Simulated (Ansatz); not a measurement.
Species: CH₅GeS (charge 0, doublet). It need not be the lowest isomer of its formula. 
Geometry from a B3LYP-D3(BJ)/def2-TZVP (Ansatz, an electronic-structure program) optimisation:
```
S
C 1 1.8280
H 2 1.0880 1 110.78
H 2 1.0882 3 110.06 1 123.00
H 2 1.0884 3 109.02 4 119.84
Ge 1 2.2302 2 100.84 3 66.23
H 6 1.5518 1 104.57 2 163.49
H 6 1.5592 7 109.91 1 115.36
```
Charge 0, spin multiplicity 2.

Basis-set convergence of Hartree-Fock and CCSD correlation energies (hartree) with Ansatz. Cores are frozen in the correlated levels unless marked. UHF or UKS for open shells. No spin-orbit coupling. The frozen core is the preceding noble-gas configuration, with the filled d and f shells of earlier blocks. Non-relativistic.

| basis | functions | E(HF) | E(corr, CCSD) |
|---|---|---|---|
| def2-SVPD | 125 | -2513.25045 | -0.42733 |
| def2-TZVPPD | 227 | -2513.69244 | -0.50521 |
| def2-QZVPPD | 402 | -2513.74665 | -0.53172 |

Extrapolating the two largest sets (X = 3 and 4) as X^-3: E(corr) = (64·(-0.53172) - 27·(-0.50521))/37 = -0.5511 Eh, an estimate of the basis-set limit. The largest set recovers 96.5 % of it, the smallest 77.5 %.
